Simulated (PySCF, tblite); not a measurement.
Isomers of C2H9PSSi2, one GFN2-xTB conformer each. Single-point energies are computed at PBE0/pcSseg-1 (PySCF, gas phase, no added dispersion term), electronic only.

```
             SMILES  GFN2-xTB relative energy (kJ/mol)
[SiH3]/C=C\S[SiH2]P                                4.0
[SiH3]/C=C/S[SiH2]P                                0.0
```

Conformers: `[SiH3:1]/[CH:2]=[CH:3]\[S:4][SiH2:5][PH2:6]` with C2–C3–S4–Si5 -171°, C3–S4–Si5–P6 -21°, S4–Si5–P6–H -160° and -67°; `[SiH3:1]/[CH:2]=[CH:3]/[S:4][SiH2:5][PH2:6]` with C2–C3–S4–Si5 180°, C3–S4–Si5–P6 17°, S4–Si5–P6–H 160° and 67°.

Question: What does PBE0/pcSseg-1 give for the same structures?

Answer: 
```json
{"SMILES": "[SiH3]/C=C/S[SiH2]P", "PBE0/pcSseg-1 E (Eh)": "-1399.46618", "PBE0/pcSseg-1 (kJ/mol)": "0.0", "GFN2-xTB (kJ/mol)": "0.0", "point group": "C1"}
{"SMILES": "[SiH3]/C=C\\S[SiH2]P", "PBE0/pcSseg-1 E (Eh)": "-1399.46467", "PBE0/pcSseg-1 (kJ/mol)": "4.0", "GFN2-xTB (kJ/mol)": "4.0", "point group": "C1"}
```

Both levels put the same isomer lowest. Neighbours under 10 kJ/mol apart ([SiH3]/C=C/S[SiH2]P and [SiH3]/C=C\S[SiH2]P) can change places with a better method, another conformer or zero-point energy. [SiH3]/C=C/S[SiH2]P and [SiH3]/C=C\S[SiH2]P are stereoisomers, 4.0 kJ/mol apart in the conformers taken.

Question: Which frontier levels, dipoles and rotational constants go with these structures?

Answer: 
```json
{"SMILES": "[SiH3]/C=C/S[SiH2]P", "HOMO (eV, PBE0/pcSseg-1)": "-6.65", "LUMO (eV)": "-0.48", "dipole (D)": "1.85", "A, B, C (MHz)": "2249, 681.3, 533.7"}
{"SMILES": "[SiH3]/C=C\\S[SiH2]P", "HOMO (eV, PBE0/pcSseg-1)": "-6.69", "LUMO (eV)": "-0.58", "dipole (D)": "2.20", "A, B, C (MHz)": "3555, 629.4, 546.8"}
```

Question: What happens when harmonic zero-point energies from GFN2-xTB frequencies are added?

Answer: 
```json
{"SMILES": "[SiH3]/C=C/S[SiH2]P", "ZPE (kJ/mol)": "238.7", "electronic (kJ/mol)": "0.0", "with ZPE (kJ/mol)": "0.0"}
{"SMILES": "[SiH3]/C=C\\S[SiH2]P", "ZPE (kJ/mol)": "238.8", "electronic (kJ/mol)": "4.0", "with ZPE (kJ/mol)": "4.0"}
```

The zero-point energies span 0.1 kJ/mol. The order is unchanged.
